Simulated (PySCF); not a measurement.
Input for PySCF: R-M06-2X/def2-TZVPP on F6S (SMILES F[S](F)(F)(F)(F)F).

```python
from pyscf import gto, dft

mol = gto.M(
    atom='''
    S    -0.00000000   -0.00000000   -0.00000000
    F     1.57837702    0.00000000    0.00000000
    F    -1.57837702    0.00000000   -0.00000000
    F     0.00000000    1.57837702   -0.00000000
    F     0.00000000   -1.57837702   -0.00000000
    F    -0.00000000    0.00000000    1.57837702
    F    -0.00000000    0.00000000   -1.57837702
    ''',
    basis='def2-tzvpp',
    charge=0, spin=0, verbose=4, max_memory=1800)
mf = dft.RKS(mol, xc='m062x').density_fit(auxbasis='def2-universal-jkfit')
mf.grids.level = 4
mf.conv_tol = 1e-9
mf.max_cycle = 150
mf.kernel()
mf.dip_moment()
```

Program output:

```
PySCF version 2.14.0

[INPUT] verbose = 4
[INPUT] num. atoms = 7
[INPUT] num. electrons = 70
[INPUT] charge = 0
[INPUT] spin (= nelec alpha-beta = 2S) = 0
[INPUT] symmetry False subgroup None
[INPUT] Mole.unit = angstrom
[INPUT] Symbol           X                Y                Z      unit          X                Y                Z       unit  Magmom
[INPUT]  1 S      0.000000000000   0.000000000000   0.000000000000 AA    0.000000000000   0.000000000000   0.000000000000 Bohr   0.0
[INPUT]  2 F      1.578377020000   0.000000000000   0.000000000000 AA    2.982700289107   0.000000000000   0.000000000000 Bohr   0.0
[INPUT]  3 F     -1.578377020000   0.000000000000   0.000000000000 AA   -2.982700289107   0.000000000000   0.000000000000 Bohr   0.0
[INPUT]  4 F      0.000000000000   1.578377020000   0.000000000000 AA    0.000000000000   2.982700289107   0.000000000000 Bohr   0.0
[INPUT]  5 F      0.000000000000  -1.578377020000   0.000000000000 AA    0.000000000000  -2.982700289107   0.000000000000 Bohr   0.0
[INPUT]  6 F      0.000000000000   0.000000000000   1.578377020000 AA    0.000000000000   0.000000000000   2.982700289107 Bohr   0.0
[INPUT]  7 F      0.000000000000   0.000000000000  -1.578377020000 AA    0.000000000000   0.000000000000  -2.982700289107 Bohr   0.0

nuclear repulsion = 560.836701368365
number of shells = 80
number of NR pGTOs = 339
number of NR cGTOs = 228
basis = def2-tzvpp
ecp = {}


******** <class 'pyscf.df.df_jk.DFRKS'> ********
method = DFRKS
initial guess = minao
damping factor = 0
level_shift factor = 0
DIIS = <class 'pyscf.scf.diis.CDIIS'>
diis_start_cycle = 1
diis_space = 8
diis_damp = 0
SCF conv_tol = 1e-09
SCF conv_tol_grad = None
SCF max_cycles = 150
direct_scf = False
XC library pyscf.dft.libxc version 7.1.2
    S. Lehtola, C. Steigemann, M. J. T. Oliveira, and M. A. L. Marques,  SoftwareX 7, 1–5 (2018)
XC functionals = m062x
    Y. Zhao and D. G. Truhlar,  Theor. Chem. Acc. 120, 215 (2008)
    Y. Zhao and D. G. Truhlar,  Theor. Chem. Acc. 120, 215 (2008)
radial grids:
    Treutler-Ahlrichs [JCP 102, 346 (1995); DOI:10.1063/1.469408] (M4) radial grids

becke partition: Becke, JCP 88, 2547 (1988); DOI:10.1063/1.454033
pruning grids: <function nwchem_prune>
grids dens level: 4
symmetrized grids: False
atomic radii adjust function: <function treutler_atomic_radii_adjust>
small_rho_cutoff = 0
Set gradient conv threshold to 3.16228e-05
Initial guess from minao.
tot grids = 201712
******** <class 'pyscf.df.df.DF'> ********
auxbasis = def2-universal-jkfit
init E= -998.893645805409
  HOMO = -0.514659657997915  LUMO = -0.0418258969717158  gap/eV = 12.86646
cycle= 1 E= -996.96541087262  delta_E= 1.93  |g|= 1.31  |ddm|= 2.83
  HOMO = -0.532613527256874  LUMO = -0.12361911525057  gap/eV = 11.12930
cycle= 2 E= -996.809890005996  delta_E= 0.156  |g|= 1.78  |ddm|= 1.74
  HOMO = -0.548113880934827  LUMO = -0.0224322704474034  gap/eV = 14.30453
cycle= 3 E= -997.254405245796  delta_E= -0.445  |g|= 0.0521  |ddm|= 0.984
  HOMO = -0.538252196157711  LUMO = -0.00257446481474943  gap/eV = 14.57653
cycle= 4 E= -997.254776123159  delta_E= -0.000371  |g|= 0.024  |ddm|= 0.072
  HOMO = -0.542299794129827  LUMO = -0.00620195528853174  gap/eV = 14.58797
cycle= 5 E= -997.254855245427  delta_E= -7.91e-05  |g|= 0.00224  |ddm|= 0.0167
  HOMO = -0.542142969224299  LUMO = -0.00592116424450495  gap/eV = 14.59134
cycle= 6 E= -997.254856575844  delta_E= -1.33e-06  |g|= 0.000425  |ddm|= 0.00196
  HOMO = -0.542170383747121  LUMO = -0.00594558430334047  gap/eV = 14.59142
cycle= 7 E= -997.254856648544  delta_E= -7.27e-08  |g|= 4.42e-05  |ddm|= 0.000618
  HOMO = -0.542169126643545  LUMO = -0.00593688640891799  gap/eV = 14.59162
cycle= 8 E= -997.254856648946  delta_E= -4.02e-10  |g|= 4.9e-06  |ddm|= 3.24e-05
  HOMO = -0.542169076338768  LUMO = -0.00593685452835047  gap/eV = 14.59162
Extra cycle  E= -997.254856648946  delta_E= 4.55e-13  |g|= 1.98e-06  |ddm|= 8.64e-06
converged SCF energy = -997.254856648946
Dipole moment(X, Y, Z, Debye):  0.00000,  0.00000, -0.00000
```

The run converged.

Cost: around 50 core-seconds (rough).
